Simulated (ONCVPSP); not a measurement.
# Ba, ONCV: configuration errors across variants

```json
{"Element": "Ba", "Generator": "ONCVPSP 4.0.1", "Type": "optimised norm-conserving Vanderbilt (ONCV)", "Functional": "PBE", "Relativity": "scalar-relativistic", "Frozen core": "[Kr] 4d10", "Valence charge": "10", "Reference configuration": "5s2 5p6 6s2", "Partial waves": "5s+6s: rc 2.70 bohr, ncon 3, nbas 7, qcut 5.3 1/bohr, 2 projectors; 5p: rc 2.05 bohr, ncon 4, nbas 7, qcut 4.4 1/bohr, 2 projectors, debl 2 Ha; d scattering state at 0.25 Ha: rc 2.45 bohr, ncon 4, nbas 8, qcut 3.4 1/bohr, 1 projector", "Local potential": "polynomial inside 1.80 bohr (lpopt 5, dvloc0 6 Ha)", "Core correction": "none"}
```

In the d channel the program set the typed energies aside and used 0.050 Ha.

All-electron excitation energies from the reference (eV): (1) 5s2 5p6 6s1 5.362; (2) 5s2 5p6 6s0 15.344; (3) 5s2 5p6 6s1.5 2.136; (4) 5s1 5p6 6s2 38.799.

Errors AE − PS in meV (a dash: test not solved or not reliable):

| change | (1) | (2) | (3) | (4) | bound ghosts | GHOST(+) flags above zero |
| --- | --- | --- | --- | --- | --- | --- |
| base | -0.6 | -1.7 | -0.2 | -81 | none | d |
| p: qcut 2.8 | -0.6 | -1.8 | -0.2 | -77 | none | d |
| p: qcut 3.6 | -0.6 | -1.8 | -0.2 | -78 | none | d |
| p: qcut 5.6 | -0.6 | -1.4 | -0.2 | -81 | none | d |
| p: qcut 6.5 | -0.5 | -1.1 | -0.2 | -79 | none | d |

(1) Give the same row for: p: qcut 5.1.

## Answers

(1) -0.6, -1.6, -0.2, -82; bound ghosts: none; GHOST(+) flags above zero: d.
